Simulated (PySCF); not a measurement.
H₅NO₂Si.
SMILES: `N[SiH](O)O`

Torsions of this conformer, `[NH2:1][SiH:2]([OH:3])[OH:4]`: H–N1–Si2–O3 58°, H–N1–Si2–O3 -167°, H–O3–Si2–N1 -51°, H–O4–Si2–N1 -73°.

The closed-shell ground state was solved at several levels (PySCF, density fitting, gas phase, non-relativistic). One conformer (not necessarily the lowest) at the GFN2-xTB geometry, without solvent, vibrations or thermal averaging.

| level | basis functions | total energy (Eh) | HOMO (eV) | LUMO (eV) | gap (eV) | dipole (D) |
| --- | --- | --- | --- | --- | --- | --- |
| wB97X-D/def2-SVPD | 130 | -497.5234 | -9.65 | 1.76 | 11.41 | 2.42 |
| PBE0/def2-SVPD | 130 | -497.2471 | -7.70 | 0.14 | 7.84 | 2.39 |

(1) What might PBE0/pcSseg-1 (100 basis functions) give for the same quantities?

(2) Over all these levels, which gives the widest orbital gap and which the narrowest?

(3) How far do the dipole and the HOMO energy spread over the levels?

Results:

(1) Total energy -497.4410 Eh, HOMO -7.54 eV, LUMO 1.00 eV, gap 8.54 eV, dipole 2.57 D.

(2) wB97X-D/def2-SVPD (range-separated hybrid) has the widest, 11.41 eV, and PBE0/def2-SVPD (global hybrid, 25 % exact exchange) the narrowest, 7.84 eV. The two share the basis. From the narrowest to the widest the HOMO moves by -1.95 eV and the LUMO by +1.62 eV.

(3) The dipole runs from 2.39 to 2.57 D (mean 2.46 D) and the HOMO from -9.65 to -7.54 eV.

wB97X-D is run here without its empirical dispersion term; that term would change no orbital, density or response property at a fixed geometry.
